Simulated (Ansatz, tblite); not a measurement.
Cost and result up the ladder for the cluster K2Se⁺ (3 atoms). Charge 1, multiplicity 2. Geometry: r2SCAN-D4/def2-TZVP.

```xyz
3

K    -2.078    2.219    0.575
K     2.084   -2.215   -0.571
Se   -0.006   -0.005   -0.004
```

Ansatz on 4 threads of Arm Neoverse N1 on a shared host; xTB runs through tblite on one thread. Times are rough, summed over both states, and most runs start from the orbitals of an earlier one. B2PLYP/def2-TZVP serves as the yardstick here, not as an exact answer. Differences are given only for rows in sets of like size (and for xTB, whose basis is part of the method), since another set adds its own error. The other state is a quartet at its own geometry, which has other bonds, so the gap mixes isomer and spin.

The xTB rows come from tblite. LC-ωPBE has ω = 0.4 bohr⁻¹. Correlated methods freeze 19 core orbitals; core or outer-core shells of K, Se are correlated, in sets that lack core-valence functions. HOMO above LUMO, or a gap near zero within one spin, warns that the state may not be the lowest or that an electron is smeared out. The structure comes from a short search, and lower isomers may exist.

Run but left out: HF/def2-TZVPP, MP2/def2-TZVPP, CCSD/def2-TZVPP, CCSD(T)/def2-TZVPP (flagged by the program: other roots).

Correlated methods converge slowly with the basis.

xTB has no spin-polarisation term.

```tsv
level	functions	wall time	quartet − doublet (eV)	difference from B2PLYP/def2-TZVP (eV)	remarks
GFN1-xTB	17	0.004 s	4.79	1.20	–
GFN2-xTB	17	0.006 s	2.35	-1.23	–
HF/STO-3G	44	1.2 s	3.50	–	–
HF/def2-TZVP	114	4.9 s	3.01	-0.58	–
MP2/def2-TZVP	114	5.3 s	3.71	0.12	–
PBE-D4/def2-TZVP (with forces)	114	12 s	3.27	-0.32	–
BHLYP-D4/def2-TZVP	114	20 s	3.39	-0.19	–
RPA@PBE/def2-TZVP	114	22 s	3.34	-0.25	–
B2PLYP/def2-TZVP	114	22 s	3.59	0.00	–
BLYP-D4/def2-TZVP	114	23 s	3.09	-0.50	gap within one spin near zero (doublet)
LC-ωPBE/def2-TZVP	114	25 s	4.03	0.44	–
PBE0-D4/def2-TZVP	114	36 s	3.44	-0.14	–
r2SCAN-D4/def2-TZVP	114	91 s	3.71	0.12	–
```
